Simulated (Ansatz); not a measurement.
A nudged elastic band was laid between two geometries of H₃NOZn (6 atoms, charge 0, multiplicity 1).

The calculation used Ansatz 0.2.0, RKS B3LYP-D4/def2-SVP.

```json
{"movable images": "7", "climbing image": "yes", "spring": "5.0 eV/Å²", "optimiser": "quadratic models (default)", "start path": "IDPP", "force threshold": "0.03 eV/Å", "iteration limit": "39", "end points": "relaxed"}
```

Initial state:

```xyz
6
Properties=species:S:1:pos:R:3
N 1.218 0.775 0.143
Zn -0.183 -0.377 -0.049
O -1.340 -1.713 -0.248
H 1.326 1.463 -0.602
H 1.245 1.291 1.022
H -2.265 -1.438 -0.265
```

Final state:

```xyz
6
Properties=species:S:1:pos:R:3
N 0.586 1.285 0.165
Zn -0.143 -0.373 -0.047
O -0.893 -1.973 -0.253
H 1.194 1.591 -0.595
H 1.113 1.419 1.029
H -1.858 -1.949 -0.299
```

What changes between the two ends?

No bond is made or broken. The height of N1 over the plane of its neighbours goes from 0.34 to -0.34 Å.

Give the energies along the band, and the barrier.

It converged. The highest image is number 3 of 0 to 8, 0.036 eV above the first end and 0.038 eV above the last; the last end lies 0.002 eV below the first. A vibrational analysis at the climbing image gives one clearly imaginary mode, 340i cm⁻¹: a first-order saddle point.

```
image  path coordinate (Å)  energy (eV)  height of N1 over the plane of its neighbours (Å)
    0                 0.00        0.000                                               0.34
    1                 0.11        0.008                                               0.25
    2                 0.22        0.026                                               0.13
    3                 0.33        0.036                                               0.00
    4                 0.40        0.032                                              -0.08
    5                 0.47        0.022                                              -0.15
    6                 0.54        0.010                                              -0.23
    7                 0.60        0.001                                              -0.29
    8                 0.67       -0.002                                              -0.34
```

What is the geometry of the highest image?


```xyz
6
Properties=species:S:1:pos:R:3
N 0.911 1.022 0.151
Zn -0.176 -0.395 -0.051
O -1.150 -1.868 -0.253
H 1.302 1.561 -0.613
H 1.216 1.388 1.045
H -2.102 -1.708 -0.279
```

What are the harmonic wavenumbers there?

340i, 148, 161, 209, 616, 683, 742, 779, 1516, 3588, 3684, 3840 cm⁻¹.

The band took 5 iterations and roughly 4 core-minutes.

Time of the run: 4.2 min on 1 thread of AMD EPYC (Zen 3) (shared host), peak memory 0.16 GiB.
